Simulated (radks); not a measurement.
Te, configuration [Kr] 4d9 5s2 5p5 (not the ground configuration).

Calculated with a radial shooting solver on a logarithmic mesh with Libxc functionals: scalar-relativistic Kohn-Sham, SCAN, spin-polarised, spherical densities, finite nucleus; open shells are filled with parallel spins first (spin-orbit coupling, left out, can overturn this in heavy ions); meta-GGA in the generalised Kohn-Sham scheme; Fermi nuclear charge, rms radius 4.7423 fm.

Energy parts (eV):
part                       energy
total                 -184879.974
kinetic                193710.483
electron-nucleus      -446844.174
Hartree                 73046.439
exchange-correlation    -4792.722

Orbitals (lengths in bohr, moments of r in powers of bohr; r(max) is where P^2 peaks):
orbital  occ.  eigenvalue (eV)      <r^4>      <r>   r(max)   <1/r>
1s up       1        -31692.78  2.876e-06  0.02781  0.01794   55.57
1s down     1        -31692.73  2.876e-06  0.02781  0.01794   55.57
2s up       1        -4885.671  0.0004924   0.1198   0.1012   12.73
2s down     1        -4885.332  0.0004924   0.1198   0.1012   12.74
2p up       3        -4382.980  0.0003562   0.1048  0.08126   12.18
2p down     3        -4382.670  0.0003561   0.1048  0.08126   12.18
3s up       1        -986.5370    0.02123   0.3213   0.2920   4.560
3s down     1        -986.3654    0.02122   0.3213   0.2921   4.560
3p up       3        -821.7793    0.02244   0.3197   0.2859   4.331
3p down     3        -821.5569    0.02242   0.3197   0.2860   4.330
3d up       5        -573.7045    0.01996   0.2967   0.2382   4.088
3d down     5        -573.3352    0.01993   0.2967   0.2382   4.088
4s up       1        -176.8298     0.6302   0.7617   0.7005   1.824
4s down     1        -175.3472     0.6309   0.7618   0.7005   1.824
4p up       3        -125.1595     0.8722   0.8152   0.7361   1.672
4p down     3        -123.6958     0.8736   0.8154   0.7360   1.672
4d up       5         -49.4251      1.944   0.9513   0.8031   1.395
4d down     4         -48.0221      1.955   0.9524   0.8032   1.393
5s up       1         -18.0995      32.85    2.015    1.747  0.6461
5s down     1         -16.9704      34.17    2.030    1.742  0.6417
5p up       3          -7.7015      82.90    2.479    2.059  0.5205
5p down     2          -6.7737      92.51    2.528    2.077  0.5111

The highest occupied level is 5p down at -6.774 eV. The density falls to 0.001 e/bohr^3 at r = 4.54 bohr. The electron density at the nucleus is 2.349e+05 e/bohr^3 (large components only). Spin moment in Bohr magnetons: 2.
